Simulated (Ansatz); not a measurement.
Stepwise reaction of `[SeH][SnH3]` with hydrogen chloride, as a gas-phase model of exchange steps in deposition or etching. ΔE in kJ/mol; ΔG adds harmonic PBE0-D4 terms to CCSD(T)/CBS, at 1 bar.

Gas-phase electronic energies from Ansatz, PBE0-D4/def2-TZVP geometries. CCSD(T)/CBS is the MP2 limit (def2-TZVPP, def2-QZVPP) plus CCSD(T) − MP2 in def2-TZVPP, frozen cores. This one scheme is used for every species. DFT in def2-TZVPP. B3LYP here is the variant with VWN-RPA as its local correlation; programs differ in this. def2 core potentials past Kr. For Se, Sn outer-core shells are correlated without core-valence functions, which leaves a few kJ/mol of doubt a bond. Scalar relativity is left out up to krypton. One conformer a species, not always the lowest.

| step | reaction | PBE-D4 | B3LYP-D4 | ωB97M-V | CCSD(T)/CBS | ΔG(400 K) |
| --- | --- | --- | --- | --- | --- | --- |
| 2 | `[Cl][SnH2][SeH]` + HCl → `[Cl][SnH]([Cl])[SeH]` + H₂ | -70.5 | -72.0 | -67.4 | -71.9 | -67.8 |

Q: Give the row of step 1, `[SeH][SnH3]` + HCl → `[Cl][SnH2][SeH]` + H₂. (Estimate.)

A: Ansatz gave: 
| step | reaction | PBE-D4 | B3LYP-D4 | ωB97M-V | CCSD(T)/CBS | ΔG(400 K) |
| --- | --- | --- | --- | --- | --- | --- |
| 1 | `[SeH][SnH3]` + HCl → `[Cl][SnH2][SeH]` + H₂ | -76.3 | -77.7 | -73.6 | -78.6 | -71.7 |

Q: By hand: ΔE of the 2 steps together at CCSD(T)/CBS.

A: (-78.6) + (-71.9) = -150.5 kJ/mol, or -75.2 kJ/mol a step.

In ΔE each step is higher than the one before. All are downhill at CCSD(T)/CBS. ΔG lies between -71.7 and -67.8 kJ/mol a step. PBE-D4 differs from CCSD(T)/CBS by 1.4 to 2.3 kJ/mol a step. Isolated molecules leave out the surface, adducts and barriers. Largest T1 diagnostic: 0.011.
